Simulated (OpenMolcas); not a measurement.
# 3s² 3p⁴ along the 16-electron sequence

- Program: OpenMolcas 26.06
- Method: CASSCF
- Basis: ANO-R2
- Scalar Hamiltonian: X2C, finite nucleus
- Spin-orbit coupling: RASSI with atomic mean-field integrals over the reference wave functions, term energies averaged over their components

Active space for each ion: 6 electrons in 8 orbitals (3s 3p 4s 4p).

Computed levels in cm-1 above ³P₂:

| Level | S | Cl+ | Ar2+ |
| --- | --- | --- | --- |
| ³P₁ | 353 | 625 | 1013 |
| ³P₀ | 513 | 898 | 1436 |
| ¹D₂ | 11604 | 14254 | 16872 |
| ¹S₀ | 20853 | 26010 | 31189 |
| weight of ³P in the lowest level (%) | 100 | 100 | 100 |

Measured, with the error of the calculation in %. Measured levels: S, Cl+ from NIST Handbook of Basic Atomic Spectroscopic Data; Ar2+ from Saloman, J. Phys. Chem. Ref. Data 39, 033101 (2010).

| Level | S | Cl+ | Ar2+ |
| --- | --- | --- | --- |
| ³P₁ | 396 (-10.9) | 696 (-10.2) | 1112 (-8.9) |
| ³P₀ | 574 (-10.5) | 996 (-9.8) | 1570 (-8.5) |
| ¹D₂ | 9239 (+25.6) | 11654 (+22.3) | 14010 (+20.4) |
| ¹S₀ | 22180 (-6.0) | 27878 (-6.7) | 33266 (-6.2) |

The fine-structure level ³P₀ changes by a factor of 2.8 from S to Ar2+. Its fourth root runs 4.76, 5.47, 6.16, with steps per unit of Z of 0.72, 0.68; equal steps would mean a (Z - σ)^4 law with constant σ.

¹D₂ changes by a factor of 1.45 over the same range, with steps per unit of Z of +2650, +2620 cm-1.

Without dynamic correlation excited terms often stand tens of per cent too high (terms of higher spin than the ground term too low), and those without a measured partner can miss by more than the paired ones (holds for S; Cl+). The run also gave levels led by 3s² 3p³ 4s, which use shells meant for correlation; these and all levels above them are left out (holds for S; Cl+). Active for correlation alone: 4p 4s; no level in the range computed is led by a configuration that fills them, so any true level of that kind is missing (holds for Ar2+). Computed and measured levels are paired by configuration, term and J; levels that our copy of the source lacks, or whose pairing is in doubt (as where it misses far off the trend of its configuration), stay unpaired and out of the deviations. Only configurations of the active space appear.
